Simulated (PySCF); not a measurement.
## Br(2+): excitation energy

Br(2+) [Ar] 3d10 4s2 4p3 (4S) → Br(2+) [Ar] 3d10 4s1 4p3 4d1 (6D), as a difference of total energies. Computed with PySCF 2.14 in aug-cc-pVTZ-PP with ECP10MDF (6s5p4d2f, 55 functions), with a scalar-relativistic core potential. Correlated levels: valence: 3s2 3p6 3d10 frozen. The calculations carry no spin-orbit coupling.

| method | excitation energy (eV) |
| --- | --- |
| UHF | 24.631 |
| LDA | 27.731 |
| PBE | 27.191 |
| PBE0 | 26.860 |
| r2SCAN | 26.749 |
| M06-L | 27.278 |
| M06-2X | 27.113 |
| PW91 | 27.229 |
| MN15 | 26.360 |
| MP2 (valence) | 26.088 |
| SCS-MP2 (valence) | 26.507 |

How much does correlation contribute at MP2 (valence)?

26.088 − (24.631) = 1.457 eV, measured against UHF.

The promoted electron is Rydberg-like, and one or two diffuse shells describe it only roughly, which tends to raise the upper state.
